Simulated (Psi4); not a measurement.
AlCl2 (SMILES [Cl][Al][Cl]), doublet, at a GFN2-xTB geometry (such geometries of metal compounds can be far from the true shape), atoms displaced at random by about 0.02 Å a coordinate. Base run: B3LYP/STO-3G run with Psi4.

Here is a job for Psi4.
```
memory 2 GB

molecule mol {
0 2
  Al   -0.004471    0.663868    0.012458
  Cl    1.847256   -0.264911    0.016865
  Cl   -1.843584   -0.234511   -0.045638
}

set basis sto-3g
set reference uks

optimize('b3lyp')
print_variables()
```

Variants of this job, named by their change:

```json
[
 {"change": "base", "ΔE vs base (kJ/mol)": "0.00", "optimiser steps": "5"},
 {"change": "hess_update = none", "ΔE vs base (kJ/mol)": "0.00", "optimiser steps": "7"},
 {"change": "hess_update = powell", "ΔE vs base (kJ/mol)": "0.00", "optimiser steps": "5"},
 {"change": "g_convergence = gau_tight", "ΔE vs base (kJ/mol)": "0.00", "optimiser steps": "7"},
 {"change": "intrafrag_hess = fischer", "ΔE vs base (kJ/mol)": "0.00", "optimiser steps": "7"},
 {"change": "opt_coordinates = both", "ΔE vs base (kJ/mol)": "0.00", "optimiser steps": "8"},
 {"change": "intrafrag_hess = simple", "ΔE vs base (kJ/mol)": "0.00", "optimiser steps": "6"}
]
```

Open shells are given as the SCF converged; they aren't shown to be the lowest states, and a large step between rows can be another state.
